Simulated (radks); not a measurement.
Results of a calculation; reference values are marked as such.
The cerium anion Ce- inside a hard spherical wall (all orbitals vanish at R), configuration held at [Xe] 4f1 5d2 6s2 and not refilled when levels cross. Code: a radial shooting solver on a logarithmic mesh with Libxc functionals. Model: scalar-relativistic Kohn-Sham, LDA (Slater exchange, VWN5 correlation), spin-polarised, spherical densities, point nucleus; open shells are filled with parallel spins first (spin-orbit coupling, left out, can overturn this in heavy ions). Eigenvalues in eV for spin up, with the zero of energy where the potential of the charges vanishes at infinity; a dash marks a level that is unbound or too diffuse for the functional's potential to be trusted. A positive occupied level is held by the wall or, in an anion where self-interaction has pushed it up, behind a barrier. The pressure on the wall is -dE/dV.

R (bohr)  E (hartree)  kinetic (hartree)    e(5p)   e(4f)   e(6s)   e(5d)  e(6p, empty)  e(7s, empty)  pressure (GPa)
20         -8853.9505           9382.409  -18.060  -0.261   0.119   1.424         1.689         1.968        0.000552
12         -8853.9439           9382.441  -17.513   0.290   0.509   1.900         2.425         4.340          0.0571
10         -8853.9304           9382.502  -16.914   0.899   0.965   2.417         3.140         6.516           0.275
8          -8853.8814           9382.698  -15.571   2.287   2.134   3.596         4.870        11.467            1.66
6          -8853.6666           9383.439  -12.504   5.594   5.803   6.572        10.079        25.177            14.2
4          -8852.2135           9388.427   -3.889  15.815  23.790  17.062        33.593        78.849             281
2.5        -8840.3303           9427.126   32.264  53.080  122.92  64.922        146.10        297.14            8640
2          -8819.6919           9488.032   82.518  90.739  253.48  128.24        285.78        548.55           40500
